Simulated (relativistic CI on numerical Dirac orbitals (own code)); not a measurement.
## Re⁷⁺: N6,7 absorption edge

Computed with this model: Dirac-Coulomb-Breit CI, separate exchange-only KLI orbitals for each configuration, model QED, valence Slater integrals scaled by 0.8, multiplet model of core-to-valence dipole absorption; configurations [Xe] 4f14 → [Xe] 4f13 5d; 10 K; Lorentzian 0.18 eV and Gaussian 0.3 eV FWHM. Energies are those of the free ion, without screening or charge transfer. The branching ratio is the share of the lower-energy edge in the whole absorption, uncertain by about 0.02 where the edges overlap. S is read from ⟨S²⟩ = S(S + 1).

Field parameters in Wybourne normalisation: D4h B²₀ = −7Ds, B⁴₀ = 21(Dq − Dt), B⁴₄ = 21√(5/14) Dq. The field is a parameter set, without covalency.

free ion: ground-state S = 0.00, centroid 52.89 eV. Peaks (eV, height): 53.0 (100).

D4h, 10Dq = 25850, Ds = -1500, Dt = -80 cm⁻¹: ground-state S = 0.00, centroid 52.89 eV. Peaks (eV, height): 47.9 (9), 48.2 (9), 49.5 (7), 50.7 (51), 52.2 (70), 52.8 (100), 54.2 (76), 55.0 (79).

D4h, 10Dq = 25850, Ds = -860, Dt = -80 cm⁻¹: ground-state S = 0.00, centroid 52.89 eV. Peaks (eV, height): 48.0 (10), 50.7 (47), 52.7 (100), 54.5 (62), 54.8 (66).

D4h, 10Dq = 25850, Ds = -210, Dt = -80 cm⁻¹: ground-state S = 0.00, centroid 52.89 eV. Peaks (eV, height): 48.0 (9), 50.7 (40), 51.8 (9), 52.7 (100), 54.7 (75).

D4h, 10Dq = 25850, Ds = 1070, Dt = -80 cm⁻¹: ground-state S = 0.00, centroid 52.89 eV. Peaks (eV, height): 47.9 (9), 50.7 (45), 52.7 (100), 54.3 (63), 54.8 (78).

D4h, 10Dq = 25850, Ds = 1710, Dt = -80 cm⁻¹: ground-state S = 0.00, centroid 52.89 eV. Peaks (eV, height): 47.8 (11), 48.4 (8), 50.6 (53), 52.2 (59), 52.9 (100), 54.2 (87), 54.9 (87).

Strongest unbroadened transitions for D4h, 10Dq = 25850, Ds = -1500, Dt = -80 cm⁻¹:

```
Energy (eV)  Relative strength
      47.76                8.5
      50.52               29.1
      50.71               30.9
      50.74               35.5
      51.92               13.4
      52.16               32.3
      52.23               72.3
      52.69               13.2
      52.82              100.0
      52.92               64.9
      53.88               23.7
      54.04               53.0
      54.14               36.5
      54.35               48.6
      54.39               28.0
      54.78               22.3
      54.99               59.4
      55.04               59.0
```
